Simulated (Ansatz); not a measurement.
Basis-set extrapolation for C$_{3}$H$_{7}$BO (`C=COBC`) (PBE0-D4/def2-TZVP geometry, frozen core, the Gaussian-basis code of Ansatz). Multiplicity 1, RHF reference.

```json
{"": "HF", "def2-TZVPP": "-217.331848", "def2-QZVPP": "-217.342183"}
{"": "MP2 correlation", "def2-TZVPP": "-0.833827", "def2-QZVPP": "-0.890931"}
{"": "CCSD(T) correlation", "def2-TZVPP": "-0.911535", "def2-QZVPP": "not run"}
```

Energies in hartree. Use E(X) = E(∞) + A·exp(−7.88·√X) for Hartree–Fock and E(X) = E(∞) + B·X^(−2.97) for correlation, with X = 3 and 4, and add CCSD(T) minus MP2 of the smaller set to the MP2 limit.

Q: What is the CCSD(T) energy at the basis-set limit?

A: HF limit: -217.342183 + (-0.010335) × 0.13774 = -217.34361. MP2 limit: -0.890931 + (-0.057104) × 0.74074 = -0.93323. Higher-order term: -0.911535 − (-0.833827) = -0.07771. Total: -218.35455 hartree, 3.03 eV below CCSD(T)/def2-TZVPP.
